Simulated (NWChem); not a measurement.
# GaO, doublet; SMILES [O]=[Ga]

```xyz
2

Ga     0.0000     0.0000    -0.3680
O      0.0000     0.0000     1.3389
```
Atoms are numbered in this order, from 1.

Coordinates come from a PBE0/def2-SVP, spin-unrestricted optimisation. No stability test was run on the SCF state.

Problem. List the 4 lowest vertical excitations from LDA (Slater exchange, VWN5)/def2-SVP, spin-unrestricted, TDA (NWChem).

Solution. 
```
state    energy (eV)  oscillator strength  <S²>
-------  -----------  -------------------  ----
state 1         0.74                0.001  0.76
state 2         0.74                0.001  0.76
state 3         3.78                0.030  1.10
state 4         4.26                0.005  2.40
```
